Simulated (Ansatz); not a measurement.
Basis sets compared for Ge₂₄H₃₂, a nanocrystal cut from cubic germanium. The state is a singlet with charge 0. Geometry r2SCAN-D4/def2-SVP. Ansatz on 11 threads of AMD EPYC 7R13 on a shared host and a whole NVIDIA H100 80GB HBM3; times are rough, and most runs start from earlier orbitals.

Cartesian coordinates in Å:
```
Ge -2.101 3.755 -2.009
Ge -4.461 -2.148 0.207
Ge -0.591 -4.059 -1.200
Ge 1.380 2.247 -3.211
Ge 2.108 -1.616 -2.777
Ge -1.383 -0.141 -1.599
Ge -1.547 2.195 1.612
Ge -0.790 -1.698 2.012
Ge 1.948 0.714 0.432
Ge 1.185 4.599 -0.006
Ge 2.698 -3.216 0.805
Ge 2.340 -0.404 4.350
Ge -3.790 -0.446 -1.390
Ge -1.009 1.821 -3.001
Ge -1.196 4.153 0.213
Ge -0.278 -2.080 -2.578
Ge -3.186 -2.062 2.273
Ge 0.311 -3.632 1.019
Ge 2.479 0.319 -4.200
Ge 2.290 2.668 -0.991
Ge 3.038 -1.228 -0.556
Ge -0.443 0.268 0.614
Ge 0.058 -1.231 4.249
Ge 2.820 1.252 2.640
H -1.844 4.996 -2.889
H -3.625 3.537 -1.937
H -5.953 -1.944 0.546
H -4.318 -3.541 -0.433
H 0.150 -5.253 -1.840
H -2.086 -4.426 -1.107
H 1.597 3.499 -4.094
H 2.800 -2.860 -3.388
H -3.055 1.905 1.760
H -0.979 2.438 3.026
H 1.388 5.826 -0.919
H 1.798 4.929 1.369
H 3.376 -4.424 0.124
H 3.336 -3.038 2.197
H 3.324 -1.581 4.219
H 2.565 0.238 5.735
H -4.383 -0.761 -2.779
H -4.386 0.903 -0.933
H -1.602 1.544 -4.404
H -1.894 5.383 0.841
H -0.864 -2.320 -3.991
H -3.419 -3.361 3.074
H -3.734 -0.897 3.124
H 0.071 -4.860 1.930
H 1.911 0.048 -5.609
H 3.992 0.582 -4.340
H 3.811 2.934 -1.105
H 4.552 -0.930 -0.689
H -0.865 -0.162 4.872
H -0.066 -2.503 5.116
H 2.183 2.589 3.073
H 4.343 1.483 2.541
```

Single mean-field runs in def2-SVP, def2-TZVP are fitted with def2-universal-jkfit.

Binding counts from free atoms (Ge triplet, H doublet) in the same basis, without a counterpoise term.

```
                        level  functions  energy (Eh)  HOMO (eV)  LUMO (eV)  binding per atom (eV)  wall time
PBE-D4/def2-SVP (with forces)        928  -49854.1804      -5.86      -1.86                   2.93        7 s
             PBE0-D4/def2-SVP        928  -49855.5406      -6.77      -1.22                   2.94       12 s
```

**Question.** Estimate the rows for PBE-D4/def2-TZVP, PBE0-D4/def2-TZVP.

**Answer.** 
| level | functions | energy (Eh) | HOMO (eV) | LUMO (eV) | binding per atom (eV) | wall time |
| --- | --- | --- | --- | --- | --- | --- |
| PBE-D4/def2-TZVP | 1344 | -49860.4690 | -5.90 | -1.96 | 2.93 | 8.5 s |
| PBE0-D4/def2-TZVP | 1344 | -49861.8052 | -6.77 | -1.28 | 2.94 | 21 s |
